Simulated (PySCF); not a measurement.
C6H10FN3.
Atom-mapped SMILES: `[CH3:1][CH2:2][C@@H:3]([CH3:4])[n:5]1[n:6][cH:7][c:8]([F:9])[n:10]1`

NICS = −σ at a ghost point: NICS(0) at the centroid of the ring atoms, NICS(1) 1 Å to either side along the normal of their mean plane, zz for the tensor component along that normal. Level: GIAO PBE0/pcSseg-1 (PySCF, non-relativistic, gas phase) on the PBE0-D3(BJ)/def2-SVP geometry, one conformer.

Ring bond lengths (Å), with Mayer bond orders in brackets: N5–N6 1.311 (1.26), N6–C7 1.332 (1.45), C7–C8 1.401 (1.33), C8–N10 1.318 (1.49), N10–N5 1.319 (1.17).

Task: Give the NICS values of each ring in ppm.

Result: 
| ring | type | NICS(0) | NICS(1), two faces | NICS(1)zz, two faces | rms pucker (Å) | centre to ring atoms, mean (Å) |
| --- | --- | --- | --- | --- | --- | --- |
| N5–N6–C7–C8–N10 | 5-membered ring with 3 N; formal bonds all aromatic | -13.8 | -12.1 / -12.3 | -30.1 / -30.1 | 0.00 | 1.14 |

Task: What do they say, and how far can they be read as aromaticity?

Result: 
- N5–N6–C7–C8–N10: mean NICS(1)zz -30.1 ppm, shielded. For a flat ring without four-coordinate atoms the NICS criterion counts such a value as aromatic.

Task: How equal are the bonds by HOMA? Use HOMA with the parameters of Krygowski (1993).

Result: 
- N5–N6–C7–C8–N10: HOMA 0.98; the largest term is that of C7–C8, α(R − Ropt)² = 0.04. The geometric and the magnetic index point the same way.

Task: At the second NICS(1) probe listed for ring N5–N6–C7–C8–N10, 1 Å off the ring, how large is the induced field along the normal in 9.4 T applied along it?

Result: NICSzz × B0 = -30.1 ppm × 9.4 T = -283 μT, against the applied field.

Task: Give the inner angles of the rings and the Hirshfeld charges of the ring atoms.

Result: 
- N5–N6–C7–C8–N10: N5 116.0° (+0.105 e), N6 104.5° (-0.121 e), C7 106.6° (-0.053 e), C8 109.9° (+0.099 e), N10 103.0° (-0.137 e); sum 540.0° against 540° for a flat convex ring.

Task: How shielded are the nuclei of the rings and their hydrogens (means over atoms taken as equivalent)?

Result: 
```tsv
atoms	environment	σ isotropic (ppm)	principal values of the symmetric part, first atom (ppm)
N5	pyrrole-type nitrogen	-5.4	-114.0, 7.1, 90.8
N6	pyridine-type nitrogen	-107.6	-332.7, -137.3, 147.1
C7	aromatic CH next to a ring nitrogen	64.8	-1.8, 60.3, 136.0
C8	aromatic C–F carbon	15.0	-46.7, 33.8, 57.8
N10	pyridine-type nitrogen	-54.7	-263.0, -90.0, 189.0
H on C7	aromatic hydrogen	24.25	21.8, 25.0, 25.9
```

Task: How do the values depend on the level or the medium?

Result: 
| level | NICS(0), N5–N6–C7–C8–N10 | mean NICS(1)zz, N5–N6–C7–C8–N10 |
| --- | --- | --- |
| PBE0/pcSseg-1, gas | -13.8 | -30.1 |
| WP04/pcSseg-1, gas | -13.7 | -28.8 |
| PBE0/pcSseg-1, IEF-PCM acetone | -13.8 | -30.1 |
| PBE0/pcSseg-1, IEF-PCM acetonitrile | -13.8 | -30.1 |

The geometry is the same throughout; the continuum's cavity takes Bondi-type radii × 1.2.

Shape of the structure used: `[CH3:1][CH2:2][C@@H:3]([CH3:4])[n:5]1[n:6][cH:7][c:8]([F:9])[n:10]1`: C1–C2–C3–C4 177°, C2–C3–N5–N6 121°.
